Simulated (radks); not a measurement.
The numbers below are computed, except where a source is named.
Ionisation ladder of beryllium, from Be I to Be IV. Each ion is in the ground configuration listed by NIST, and IE = E(next ion) - E(this ion), with E = 0 for the bare nucleus. Code: a radial shooting solver on a logarithmic mesh with Libxc functionals. Model: scalar-relativistic Kohn-Sham, PBE, spin-unpolarised, spherical densities, point nucleus.

species  configuration  IE, Delta-SCF (eV)  <r> HOMO (bohr)
Be I          [He] 2s2               9.551             2.60
Be II         [He] 2s1                   ?             2.29
Be III            [He]                   ?            0.417
Be IV              1s1              211.91            0.383

Estimate the withheld Delta-SCF values.

Answer. Be II: 17.948 eV (NIST 18.211); Be III: 158.78 eV (NIST 153.90).

Beside tabulated values, note that spin-unpolarised runs miss the spin-polarisation part of the exchange energy of open shells.
